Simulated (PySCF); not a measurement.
carbon diselenide (CSe2), SMILES C(=[Se])=[Se].

Coordinates come from a ωB97X-D3(BJ)/def2-TZVP optimisation.

Two levels are set side by side: TDA-PBE/def2-SVPD (PySCF) and ADC(2)/aug-cc-pVDZ (PySCF). Vertical, same geometry; the bases differ. Differences are taken from unrounded values.

```tsv
quantity	TDA-PBE
lowest singlet excitation (eV)	3.35
```

**Question.** These are the TDA-PBE values. What does ADC(2) give? (An estimate is asked for; the answer gives what the named calculation found.)

**Answer.** 
```tsv
quantity	ADC(2)	TDA-PBE minus ADC(2)
lowest singlet excitation (eV)	3.37	-0.01
```

On these quantities the two levels nearly agree.

Rough cost on one machine, each run with all the roots and properties that it gave: ADC(2) against TDA-PBE about 30 times.
